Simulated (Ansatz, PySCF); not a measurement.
Complex: ethylamine (SMILES CCN) (first 10 atoms) with NH3 (SMILES N); geometry from B3LYP-D3(BJ)/def2-TZVP, rigid monomers moved along the line of their centres of mass till N3···H14 is 1.99 Å.
(charge 0, multiplicity 1):
```tsv
atom	x (Å)	y (Å)	z (Å)
C	1.3411	0.2681	0.3568
C	-0.1120	0.6768	0.1757
N	-1.0094	-0.3729	0.6788
H	2.0087	1.0483	-0.0130
H	1.5587	0.0941	1.4108
H	1.5605	-0.6468	-0.2013
H	-0.2981	0.9239	-0.8788
H	-0.3093	1.5816	0.7555
H	-1.9799	-0.1173	0.5373
H	-0.8553	-1.2390	0.1737
N	0.0220	-0.1500	3.4800
H	0.2938	-1.0420	3.8778
H	-0.6675	0.2545	4.1035
H	-0.4360	-0.3382	2.5875
```

Counterpoise-corrected where a basis set is named; no monomer relaxation.

Cores are frozen in the correlated methods.

Codes used: Ansatz (Gaussian orbitals); PySCF for the dispersion terms. Each number belongs to the level named beside it.

PBE/def2-TZVPPD gives -2.69 kcal/mol for the interaction energy.

**Question.** Where do these levels fall relative to PBE: PBE-D3(BJ)/def2-TZVPPD, r2SCAN/def2-TZVPPD, B3LYP/def2-TZVPPD, wB97M-V/def2-TZVPPD, MP2/aug-cc-pVDZ, CCSD(T)/aug-cc-pVDZ.

**Answer.** PBE-D3(BJ)/def2-TZVPPD -1.39; r2SCAN/def2-TZVPPD -0.41; B3LYP/def2-TZVPPD 1.27; wB97M-V/def2-TZVPPD -0.56; MP2/aug-cc-pVDZ 0.15; CCSD(T)/aug-cc-pVDZ 0.41 kcal/mol. 3 of 6 lie above PBE; the widest gap is to PBE-D3(BJ)/def2-TZVPPD.

Ansatz is a quantum-chemistry and plane-wave program.
